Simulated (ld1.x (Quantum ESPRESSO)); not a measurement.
**What one change does to a pseudopotential (Si (Z = 14), TM)**

* Element: Si (Z = 14)
* Generator: ld1.x (Quantum ESPRESSO) 7.5
* Type: norm-conserving Troullier–Martins (Kleinman–Bylander form)
* Functional: LDA (PZ)
* Relativity: scalar-relativistic
* Frozen core: [Ne]
* Valence charge: 4
* Reference configuration: 3s2 3p1.75 (charge +0.25)
* Partial waves: 3p (bound): rc 1.90 bohr; 3d channel at -0.1 Ry: rc 1.65 bohr; 3s (bound): rc 1.85 bohr
* Local potential: the s channel
* Core correction: none

Change: all radii scaled by about 1.19 (s 2.20, p 2.26, d 1.96 bohr).

Cutoffs: the cutoffs (Ry, on a coarse ladder) from which the occupation-weighted sum of valence levels, in a spherical-Bessel basis at the reference potential, stays within 10 and 1 mRy of its value at 400 Ry; they do not see the model core or the augmentation charge, which bear on the density cutoff. Errors are all-electron minus pseudo energies relative to the spin-unpolarised reference configuration.

Task: How do hardness, ghosts and transferability respond?

Result: The potential gets softer (15 Ry and 35 Ry → 12 Ry and 30 Ry); of the 9 tests that both files solve, the error grows in 2 and shrinks in 2 by more than 15 % and 0.3 meV (median size 13.4 → 10.8 meV); neither file shows a bound ghost. A larger radius leaves more room for a smooth pseudo-wave, so fewer plane waves are needed.

| quantity | base | changed |
| --- | --- | --- |
| cutoff, loose | 15 Ry | 12 Ry |
| cutoff, tight | 35 Ry | 30 Ry |
| loose cutoff by channel (10 mRy a level) | p 6 Ry, s 12 Ry | p 6 Ry, s 10 Ry |
| bound ghosts | none | none |
| error for 3s2 3p2, meV [ΔE -1.26 eV] | +0.2 | +0.4 |
| error for 3s2 3p1, meV [ΔE 6.57 eV] | +3.0 | +4.6 |
| error for 3s2 3p0, meV [ΔE 22.69 eV] | +34 | +47 |
| error for 3s1 3p2, meV [ΔE 13.98 eV] | +13 | +11 |
| error for 3s2 3p1.5, meV [ΔE 1.71 eV] | +0.2 | +0.3 |
| error for 3s1 3p0, meV [ΔE 56.83 eV] | +225 | +229 |
| error for 3s1 3p3, meV [ΔE 5.55 eV] | +3.1 | +0.7 |
| error for 3s2 3p1.75 (spin-polarised), meV [ΔE -0.50 eV] | +36 | +37 |
| error for 3s2 3p2 (spin-polarised), meV [ΔE -1.87 eV] | +41 | +42 |
